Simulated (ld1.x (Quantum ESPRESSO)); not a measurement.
P: one change to a PAW potential, before and after

- Element: phosphorus (P)
- Generator: ld1.x (Quantum ESPRESSO) 7.5
- Type: PAW
- Functional: LDA (PZ)
- Relativity: scalar-relativistic
- Frozen core: [Ne]
- Valence charge: 5
- Reference configuration: 3s2 3p3
- Partial waves: 3s (bound): rcut 1.20, rcutus 1.65 bohr; 3s channel at 0.05 Ry: rcut 1.20, rcutus 1.65 bohr; 3p (bound): rcut 1.85, rcutus 1.95 bohr; 3p channel at 0.5 Ry: rcut 1.85, rcutus 1.95 bohr
- Local potential: all-electron potential smoothed inside 1.75 bohr (lloc = -1)
- Core correction: a·sin(br)/r model core, default radius (ld1.x builds one for every PAW set, though the input has nlcc=.false.)
- Augmentation charge: PSQ, inside the norm-conserving radii

Change: waves 3p (bound): rcut 1.85, rcutus 2.18 bohr; 3p channel at 0.5 Ry: rcut 1.85, rcutus 2.18 bohr.

Cutoffs: the cutoffs (Ry, on a coarse ladder) from which the occupation-weighted sum of valence levels, in a spherical-Bessel basis at the reference potential, stays within 10 and 1 mRy of its value at 400 Ry; they do not see the model core or the augmentation charge, which bear on the density cutoff. Errors are all-electron minus pseudo energies relative to the spin-unpolarised reference configuration.

Question: How do hardness, ghosts and transferability respond?

Answer: The potential gets softer (15 Ry and 21 Ry → 12 Ry and 18 Ry); of the 9 tests that both files solve, the error grows in 0 and shrinks in 1 by more than 15 % and 0.3 meV (median size 2.2 → 2.0 meV); neither file shows a bound ghost. A larger radius leaves more room for a smooth pseudo-wave, so fewer plane waves are needed.

```csv
quantity,base,changed
"cutoff, loose",15 Ry,12 Ry
"cutoff, tight",21 Ry,18 Ry
bound ghosts,none,none
"error for 3s2 3p2, meV [ΔE 9.82 eV]",-1.5,-1.5
"error for 3s2 3p1, meV [ΔE 29.07 eV]",-11,-11
"error for 3s2 3p0, meV [ΔE 58.96 eV]",-47,-47
"error for 3s1 3p0, meV [ΔE 111.15 eV]",-162,-162
"error for 3s1 3p4, meV [ΔE 8.50 eV]",-0.3,-0.2
"error for 3s1 3p3, meV [ΔE 18.89 eV]",-2.6,-2.4
"error for 3s0 3p5, meV [ΔE 17.14 eV]",-0.6,-0.4
"error for 3s2 3p3 (spin-polarised), meV [ΔE -1.51 eV]",-1.0,-0.6
"error for 3s2 3p2 (spin-polarised), meV [ΔE 8.98 eV]",-2.2,-2.0
lowest overlap eigenvalue by channel,"s 0.44, p 0.82","s 0.44, p 0.85"
```
